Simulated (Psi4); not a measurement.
C$_{6}$H$_{7}$N, charge -1, doublet (typed; the unrestricted solution is spin-contaminated), at a GFN2-xTB geometry (a state made from the parent by changing its charge; the spin is typed, not shown lowest) (a gas-phase anion, which may not be bound at this level); CCSD(T)/STO-3G run with Psi4.

Psi4 was given this input:
```
memory 2 GB

molecule {
-1 2
  N     2.30611278   -0.37368377    0.31850955
  C     0.90316781   -0.14061152    0.11221571
  C     0.35524328    1.05773136    0.53014933
  C    -1.07583796    1.26684553    0.37770631
  C    -1.84035512    0.27071353   -0.19415680
  C    -1.29183375   -0.92008430   -0.62417739
  C     0.13891277   -1.13258749   -0.47328697
  H     2.67176231   -0.99965113   -0.39248319
  H     2.82005029    0.50174578    0.29534185
  H     0.97376850    1.83035100    0.97826414
  H    -1.51633033    2.20195286    0.71122039
  H    -2.91550490    0.43071945   -0.31162941
  H    -1.90147736   -1.69761168   -1.07526134
  H     0.58915985   -2.06376258   -0.80572037
}

set basis sto-3g
set reference uhf

energy('ccsd(t)')
print_variables()
```

Output, abridged:

```
   => Loading Basis Set <=

    Name: STO-3G
    Role: ORBITAL
    Keyword: BASIS

         ---------------------------------------------------------
                                   SCF
               by Justin Turney, Rob Parrish, Andy Simmonett
                          and Daniel G. A. Smith
                              UHF Reference
         ---------------------------------------------------------

  ==> Geometry <==

    Molecular point group: c1
    Full point group: C1

    Geometry (in Angstrom), charge = -1, multiplicity = 2:

       Center              X                  Y                   Z               Mass
    ------------   -----------------  -----------------  -----------------  -----------------
         N            2.313728410114    -0.371499127154     0.312099021078    14.003074004430
         C            0.910783440114    -0.138426877154     0.105805181078    12.000000000000
         C            0.362858910114     1.059916002846     0.523738801078    12.000000000000
         C           -1.068222329886     1.269030172846     0.371295781078    12.000000000000
         C           -1.832739489886     0.272898172846    -0.200567328922    12.000000000000
         C           -1.284218119886    -0.917899657154    -0.630587918922    12.000000000000
         C            0.146528400114    -1.130402847154    -0.479697498922    12.000000000000
         H            2.679377940114    -0.997466487154    -0.398893718922     1.007825032230
         H            2.827665920114     0.503930422846     0.288931321078     1.007825032230
         H            0.981384130114     1.832535642846     0.971853611078     1.007825032230
         H           -1.508714699886     2.204137502846     0.704809861078     1.007825032230
         H           -2.907889269886     0.432904092846    -0.318039938922     1.007825032230
         H           -1.893861729886    -1.695427037154    -1.081671868922     1.007825032230
         H            0.596775480114    -2.061577937154    -0.812130898922     1.007825032230

  Running in c1 symmetry.

  Rotational constants: A =      0.18624  B =      0.08524  C =      0.05862 [cm^-1]
  Rotational constants: A =   5583.23752  B =   2555.49466  C =   1757.48868 [MHz]
  Nuclear repulsion =  269.666664878633014

  Charge       = -1
  Multiplicity = 2
  Electrons    = 51
  Nalpha       = 26
  Nbeta        = 25

  ==> Algorithm <==

  SCF Algorithm Type is PK.
  DIIS enabled.
  MOM disabled.
  Fractional occupation disabled.
  Guess Type is SAD.
  Energy threshold   = 1.00e-08
  Density threshold  = 1.00e-08
  Integral threshold = 1.00e-12

  ==> Primary Basis <==

  Basis Set: STO-3G
    Blend: STO-3G
    Number of shells: 28
    Number of basis functions: 42
    Number of Cartesian functions: 42
    Spherical Harmonics?: true
    Max angular momentum: 1

  ==> Integral Setup <==

  Using in-core PK algorithm.
   Calculation information:
      Number of atoms:                  14
      Number of AO shells:              28
      Number of primitives:             84
      Number of atomic orbitals:        42
      Number of basis functions:        42

      Integral cutoff                 1.00e-12
      Number of threads:                 1

  Performing in-core PK
  Using 816312 doubles for integral storage.
  We computed 76510 shell quartets total.
  Whereas there are 82621 unique shell quartets.

  ==> DiskJK: Disk-Based J/K Matrices <==

    J tasked:                  Yes
    K tasked:                  Yes
    wK tasked:                  No
    Schwarz Cutoff:          1E-12

  Minimum eigenvalue in the overlap matrix is 1.7495036583E-01.
  Reciprocal condition number of the overlap matrix is 6.9630105641E-02.
    Using symmetric orthogonalization.

  ==> Pre-Iterations <==

  SCF Guess: Superposition of Atomic Densities via on-the-fly atomic UHF (no occupation information).

   -------------------------
    Irrep   Nso     Nmo
   -------------------------
     A         42      42
[...]
  @UHF Final Energy:  -281.99821132104910
    Total Energy =                       -281.9982113210490979
[...]
             24   1        -0.0317885768
             23   3         0.0260822423
             22   2         0.0244267503
             21   0        -0.0198386124
             23   4         0.0197320167
             21   2         0.0111333664
             23   0         0.0109650985
             22   3        -0.0085706117

    Largest TIJAB Amplitudes:
     25  23   1   0        -0.0297752675
     25  17  12   1         0.0148452363
     25  17   9   1        -0.0140361871
     24  20  13   0         0.0138612898
     25  20  10   1        -0.0128996440
     25  20  15   1         0.0117137796
     24  17  13   1         0.0112061887
     23  17  12   0         0.0108197938
     23  17   9   0        -0.0106222442
     25  22  13   1         0.0104184194

    Largest Tijab Amplitudes:
     24  23   1   0        -0.0520316990
     24  21  11   1        -0.0218236411
     24  19  12   1         0.0200590943
     24  19  10   1         0.0188596269
     24  22   1   0         0.0183463956
     23  20  14   0         0.0135804262
     24  17  13   0         0.0122843194
     24  17   9   0        -0.0122771178
     24  20  11   0        -0.0111256923
     24  18   1   0         0.0106755741

    Largest TIjAb Amplitudes:
     24  23   0   0        -0.0876780479
     25  23   1   1         0.0833860315
     25  24   1   0        -0.0788523644
     23  23   0   1         0.0594542835
     25  22   0   1         0.0579232216
     23  24   0   0        -0.0444637270
     13  13   4   5        -0.0410978444
     23  24   1   2        -0.0387426996
     23  22   1   1         0.0381839377
     24  22   1   0        -0.0362987018

    SCF energy       (wfn)                    = -281.998211321049098
    Reference energy (file100)                = -281.998211321050007

    Opposite-spin MP2 correlation energy      =   -0.285957119568324
    Same-spin MP2 correlation energy          =   -0.066672368298345
    Singles MP2 correlation energy            =   -0.000000000000000
    MP2 correlation energy                    =   -0.352629487866669
      * MP2 total energy                      = -282.350840808916701

    Opposite-spin CCSD correlation energy     =   -0.380530820184483
    Same-spin CCSD correlation energy         =   -0.060563408606326
    Singles CCSD correlation energy           =    0.000000000000000
    CCSD correlation energy                   =   -0.441094228790810
      * CCSD total energy                     = -282.439305549840810

            **************************
            *                        *
            *        CCTRIPLES       *
            *                        *
            **************************

    Wave function   =    CCSD_T
    Reference wfn   =      UHF

    Nuclear Rep. energy (wfn)                =  269.666664878633014
    SCF energy          (wfn)                = -281.998211321049098
    Reference energy    (file100)            = -281.998211321050007
    CCSD energy         (file100)            =   -0.441094228790810
    Total CCSD energy   (file100)            = -282.439305549840810

    Number of ijk index combinations:
    Spin Case AAA:                                2600
    Spin Case BBB:                                2300
    Spin Case AAB:                                8125
    Spin Case ABB:                                7800
    AAA (T) energy                             =   -0.000137985820828
    BBB (T) energy                             =   -0.000225512289611
    AAB (T) energy                             =   -0.004418650792957
    ABB (T) energy                             =   -0.005048294986951
    (T) energy                                   =   -0.009830443890348
      * CCSD(T) total energy                     = -282.449135993731147

  Variable Map:
  ----------------------------------------------------------------------------
[...]
  Array Variable Map:
  ----------------------------------------------------------------------------
[...]
[...]
```
